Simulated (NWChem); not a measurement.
Setting up SbCl2 (SMILES [Cl][Sb][Cl]) in NWChem

SbCl2: 3 atoms, total charge 0, spin state doublet. As SMILES, `[Cl][Sb][Cl]`. The shape is that of a PBE0-D4/def2-TZVP optimisation.

```xyz
3

Cl    1.0491    1.3123    0.7081
Sb   -0.8175    0.4433   -0.3967
Cl   -0.2425   -1.8204   -0.3247
```

Settings wanted:

```yaml
task: properties
method: DFT
functional: PBE0
dispersion: none
basis_set: def2-TZVP
core_potential: def2-TZVP
reference: UKS
integration_grid: lebedev 35 6
SCF_convergence_threshold: 1e-08
iteration_cap: 100
symmetry: none
module: dft
properties: dipole quadrupole mulliken
```

Write the NWChem 7.3.0 input and the command.

One that was run (others would do as well):

run.nw:
```
start run
title "Cl2Sb PBE0"
memory 2200 mb

geometry noautosym nocenter noautoz
  Cl     1.049100     1.312300     0.708100
  Sb    -0.817500     0.443300    -0.396700
  Cl    -0.242500    -1.820400    -0.324700
end

basis spherical bse
  * library def2-TZVP
end

ecp bse
  Sb library def2-TZVP
end

dft
  xc pbe0
  mult 2
  grid lebedev 35 6
  convergence energy 1e-08
  iterations 100
  mulliken
  noprint "final vectors analysis"
end

property
  dipole
  quadrupole
  mulliken
end

task dft property
```

```bash
$ nwchem run.nw > run.out
```

Calculated total energy: -1160.45645 Eh.
